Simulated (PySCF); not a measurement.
Al(H)(Me)(SMe) (C₂H₇AlS), SMILES [CH3][AlH][S]C.

Geometry optimised at PBE-D3(BJ)/def2-SVP. The structure was generated by enumeration; whether it is a known compound was not checked. One conformer was computed; it need not be the lowest.

The numbers are results of PBE/def2-TZVP (PySCF), not measurements.

Gas-phase values at a fixed geometry.

Computed frontier levels, gap, dipole moment and polarisability:
- highest occupied level = -5.87 eV
- lowest empty level = -1.60 eV
- orbital gap = 4.27 eV
- dipole moment = 0.84 D
- quadrupole, principal values (traceless, Buckingham form, about the centre of nuclear charge) = -6.57, 1.62, 4.95 D·Å
- mean static polarisability = 77.0 bohr³ (11.41 Å³)
- polarisability, principal values = 58.8, 71.2, 101.1 bohr³
